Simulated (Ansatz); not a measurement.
The cluster Zn2OF2 (the lowest singlet isomer of a short search). The state is a singlet with charge 0. Geometry PBE0-D4/def2-SVP, basis def2-TZVP, Ansatz.

Cartesian coordinates in Å:
```
Zn -0.868 1.194 0.614
Zn 0.838 -1.093 -0.811
O -0.109 0.371 -0.726
F 1.785 -2.538 -0.972
F -1.646 2.066 1.896
```

```csv
run,HOMO (eV),LUMO (eV)
A,-8.17,-2.48
B,-8.84,-2.15
C,-9.08,-1.99
D,-7.57,-2.83
E,-11.29,-0.42
F,-7.62,-3.05
```

The structure comes from a short search, and lower isomers may exist.

Question: The runs used B97M-V, PBE0, r2SCAN, r2SCAN0, r2SCANh, ωB97M-V. Estimate which is which.

Answer: A r2SCANh (10 % exact exchange); B PBE0 (25 % exact exchange); C r2SCAN0 (25 % exact exchange); D r2SCAN (0 % exact exchange); E ωB97M-V (range-separated); F B97M-V (0 % exact exchange). Exact exchange lowers occupied and raises empty levels; among semilocal functionals meta-GGAs tend to open the gap a little, and such runs are hard to tell apart. The gap grows from 4.57 eV (B97M-V) to 10.87 eV (ωB97M-V).
